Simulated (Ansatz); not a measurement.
```xyz
13

B     1.485   -0.410   -0.478
B    -0.140   -0.390   -0.034
C    -0.986   -1.716   -0.148
O    -0.799    0.710    0.411
C    -0.163    1.962    0.516
H     1.847   -0.272   -1.615
H     2.359   -0.652    0.309
H    -1.261   -1.873   -1.198
H    -1.910   -1.656    0.434
H    -0.432   -2.608    0.158
H    -0.622    2.665   -0.182
H    -0.288    2.344    1.532
H     0.910    1.897    0.295
```

The species carries charge 0 and has multiplicity 1.

Task: List the r2SCAN/def2-TZVPP orbital energies in eV (Ansatz). (An estimate is asked.)

Result: Ansatz gave: Occupied: -516.22, -274.50, -272.18, -180.17, -180.15, -27.23, -18.47, -17.62, -13.74, -12.74, -11.71, -11.56, -10.07, -9.97, -9.13, -8.57, -8.52, -7.68, -6.45. Lowest empty: -2.39, -0.30, 1.28, 2.04, 2.56, 3.00, 3.12, 3.30.
